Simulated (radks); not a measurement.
The numbers below are computed, except where a source is named.
The technetium ion Tc24+, configuration [Ar] 4s1 (not the ground configuration).

Code: a radial shooting solver on a logarithmic mesh with Libxc functionals. Model: scalar-relativistic Kohn-Sham, r2SCAN, spin-polarised, spherical densities, finite nucleus; open shells are filled with parallel spins first (spin-orbit coupling, left out, can overturn this in heavy ions); meta-GGA in the generalised Kohn-Sham scheme; Fermi nuclear charge, rms radius 4.4112 fm.

Energy parts (hartree):
total: -3909.00540
kinetic: 4049.99621
electron-nucleus: -8658.72360
Hartree: 792.89582
exchange-correlation: -93.17383

Orbitals (lengths in bohr, moments of r in powers of bohr):
| orbital | occ. | eigenvalue (hartree) | <r> | <r^2> |
|---|---|---|---|---|
| 1s up | 1 | -807.7405 | 0.03429 | 0.001588 |
| 1s down | 1 | -807.7202 | 0.03430 | 0.001588 |
| 2s up | 1 | -148.7599 | 0.1482 | 0.02583 |
| 2s down | 1 | -148.7454 | 0.1482 | 0.02583 |
| 2p up | 3 | -137.3794 | 0.1291 | 0.02030 |
| 2p down | 3 | -137.3631 | 0.1291 | 0.02030 |
| 3s up | 1 | -51.49056 | 0.3753 | 0.1602 |
| 3s down | 1 | -51.45724 | 0.3754 | 0.1602 |
| 3p up | 3 | -47.73639 | 0.3672 | 0.1555 |
| 3p down | 3 | -47.69442 | 0.3671 | 0.1553 |
| 4s up | 1 | -25.17740 | 0.7406 | 0.6146 |
| 4s down | 0 | -24.55727 | 0.7391 | 0.6144 |

The highest occupied level is 4s up at -685.11 eV. Spin moment in Bohr magnetons: 1. The electron density at the nucleus is 1.029e+05 e/bohr^3 (large components only).
